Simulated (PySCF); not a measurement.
# Nuclear quadrupole coupling in `[SiH3]N([SiH3])P1(=S)CCC1`

Species: C₃H₁₂NPSSi₂.
Z-matrix (Å and degrees, GFN2-xTB geometry), rows numbered from 1:
```
Si
N   1  1.7565
Si  2  1.7542  1  118.96
P   2  1.6815  1  115.30  3  -146.56
S   4  1.9346  2  116.62  1    72.53
C   4  1.8640  2  106.43  1   -66.53
C   6  1.5379  4   90.04  2   -90.40
C   7  1.5377  6   98.34  4   -16.96
H   1  1.4609  2  107.79  3   168.33
H   1  1.4612  2  103.42  3   -72.31
H   1  1.4608  2  110.40  3    47.97
H   3  1.4606  2  107.91  1  -173.45
H   3  1.4611  2  110.75  1   -52.86
H   3  1.4607  2  103.22  1    67.27
H   6  1.0878  4  119.22  2    29.22
H   6  1.0919  4  109.10  2   155.79
H   7  1.0893  6  110.47  4    98.69
H   7  1.0900  6  114.28  4  -138.33
H   8  1.0923  4  108.65  2  -156.99
H   8  1.0874  4  119.69  2   -30.65
```

Field gradients from the PBE0/pcSseg-1 density (PySCF, non-relativistic), principal values in atomic units, ordered |Vxx| ≤ |Vyy| ≤ |Vzz|:

```tsv
atom	Vxx	Vyy	Vzz
N2	0.2084	0.4863	-0.6947
S5	-0.8149	-1.1602	1.9751
```

**Question.** Find the asymmetry η = (Vxx − Vyy)/Vzz and the couplings χ = eQV/h (234.96 MHz × Q in barn × V in au), with Q(14N) = 0.02044 b, Q(33S) = −0.0678 b.

**Answer.** 
| atom | environment | nucleus | η | χzz (MHz) | χxx (MHz) | χyy (MHz) |
| --- | --- | --- | --- | --- | --- | --- |
| N2 | nitrogen bridging silicon atoms | 14N | 0.40 | -3.336 | 1.001 | 2.335 |
| S5 | sulfur bonded to P | 33S | 0.17 | -31.46 | 12.98 | 18.48 |

The tensor is traceless: Vxx + Vyy + Vzz = 0.

**Question.** What is Vzz at N2 in SI units (1 au = 9.71736 × 10²¹ V/m²)?

**Answer.** -0.6947 au = -6.751 × 10²¹ V/m².

**Question.** And the gradient at the other heavy atoms, for which no coupling is worked out here?

**Answer.** 
```csv
atom,environment,Vzz (au),η
Si1,SiH3 silicon,0.525,0.05
Si3,SiH3 silicon,0.521,0.06
P4,"phosphorus bonded to 2 C, N and S",-0.427,0.99
C6,sp3 carbon bound to phosphorus,0.113,0.58
C7,four-membered-ring carbon,-0.103,0.29
C8,sp3 carbon bound to phosphorus,0.115,0.57
```

**Question.** What couplings would deuterons (Q(2H) = 0.00286 b) have in place of the hydrogens, at this geometry?

**Answer.** 
| atom | bonded to | bond length (Å) | Vzz (au) | η | χzz (kHz) |
| --- | --- | --- | --- | --- | --- |
| H9 | Si1 | 1.461 | 0.1605 | 0.07 | 108 |
| H10 | Si1 | 1.461 | 0.1625 | 0.03 | 109 |
| H11 | Si1 | 1.461 | 0.1615 | 0.04 | 109 |
| H12 | Si3 | 1.461 | 0.1613 | 0.06 | 108 |
| H13 | Si3 | 1.461 | 0.1614 | 0.04 | 108 |
| H14 | Si3 | 1.461 | 0.1626 | 0.03 | 109 |
| H15 | C6 | 1.088 | 0.3164 | 0.01 | 213 |
| H16 | C6 | 1.092 | 0.3049 | 0.02 | 205 |
| H17 | C7 | 1.089 | 0.3074 | 0.00 | 207 |
| H18 | C7 | 1.090 | 0.3100 | 0.00 | 208 |
| H19 | C8 | 1.092 | 0.3041 | 0.02 | 204 |
| H20 | C8 | 1.087 | 0.3170 | 0.01 | 213 |

Isolated species at its GFN2-xTB geometry (one conformer only). GFN2-xTB frequencies show an imaginary mode (40i cm⁻¹), so this geometry is no minimum at that level. GFN2-xTB bond lengths can be off by several hundredths of an ångström, more for odd bonds, and the gradients follow them. The small basis limits the accuracy of the gradients.

These values come from a run that also computed NMR shieldings. Time: 42 s; peak memory 1.1 GiB. Hardware: an Arm Neoverse V2 with one thread (shared host).
